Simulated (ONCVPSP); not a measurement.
## Logarithmic derivatives: manganese, ONCV

- Element: manganese
- Generator: ONCVPSP 4.0.1
- Type: optimised norm-conserving Vanderbilt (ONCV)
- Functional: PBE
- Relativity: scalar-relativistic
- Frozen core: [Ne]
- Valence charge: 15
- Reference configuration: 3s2 3p6 3d6 4s1
- Partial waves: 3s+4s: rc 1.45 bohr, ncon 5, nbas 9, qcut 8 1/bohr, 3 projectors, debl 1 Ha; 3p: rc 1.20 bohr, ncon 3, nbas 7, qcut 10.8 1/bohr, 3 projectors, debl 0.4 Ha; 3d: rc 1.35 bohr, ncon 5, nbas 10, qcut 10.5 1/bohr, 2 projectors, debl 1.1 Ha
- Local potential: polynomial inside 1.15 bohr (lpopt 2, dvloc0 0 Ha)
- Core correction: Teter function, fcfact 5.5, rcfact 1.3

In the p channel the program set the typed energies aside and used -1.855, 0.250, 0.650 Ha.

The phase is arctan(r·R′/R) of the radial function R(r), unwrapped; energies in Ha, scanned from -4 to 5 Ha. A pole is an energy at which the radial function vanishes at the test radius. The pseudo phase is shifted by a multiple of π to meet the all-electron one at the reference energy, and phase errors are pseudo minus all-electron; the curves can meet again beyond the range given. Levels narrower than the energy grid can be missing from the lists of poles.

```
channel  radius (bohr)  reference energy (Ha)  poles, all-electron  poles, pseudo  unbroken range about the reference energy with phases within 0.05 rad  phase error 1 Ha above the reference energy (rad)
      s           1.47                  -0.15                -2.53          -2.53                                                        the whole range                                             +0.000
      p           1.22                  -1.85                -0.31          -0.31                                                        the whole range                                             +0.000
      d           1.37                  -0.12                 0.96           0.96                                                        the whole range                                             +0.000
```

Phases in the s channel:

| E (Ha) | all-electron | pseudo |
| --- | --- | --- |
| -3.98 | 0.742 | 0.742 |
| -3.74 | 0.373 | 0.373 |
| -3.50 | -0.328 | -0.328 |
| -3.26 | -0.977 | -0.977 |
| -3.02 | -1.302 | -1.302 |
| -2.78 | -1.468 | -1.468 |
| -2.54 | -1.569 | -1.569 |
| -2.30 | -1.638 | -1.638 |
| -2.06 | -1.691 | -1.691 |
| -1.82 | -1.736 | -1.736 |
| -1.58 | -1.776 | -1.776 |
| -1.34 | -1.814 | -1.814 |
| -1.10 | -1.852 | -1.852 |
| -0.86 | -1.892 | -1.892 |
| -0.62 | -1.935 | -1.935 |
| -0.38 | -1.984 | -1.984 |
| -0.14 | -2.041 | -2.041 |
| 0.10 | -2.110 | -2.110 |
| 0.34 | -2.195 | -2.195 |
| 0.58 | -2.303 | -2.303 |
| 0.82 | -2.443 | -2.443 |
| 1.06 | -2.626 | -2.626 |
| 1.30 | -2.860 | -2.860 |
| 1.54 | -3.134 | -3.134 |
| 1.78 | -3.416 | -3.416 |
| 2.02 | -3.668 | -3.668 |
| 2.26 | -3.870 | -3.870 |
| 2.50 | -4.026 | -4.026 |
| 2.74 | -4.144 | -4.144 |
| 2.98 | -4.234 | -4.234 |
| 3.22 | -4.305 | -4.305 |
| 3.46 | -4.362 | -4.362 |
| 3.70 | -4.409 | -4.409 |
| 3.94 | -4.448 | -4.448 |
| 4.18 | -4.480 | -4.480 |
| 4.42 | -4.508 | -4.508 |
| 4.66 | -4.533 | -4.533 |
| 4.90 | -4.555 | -4.554 |
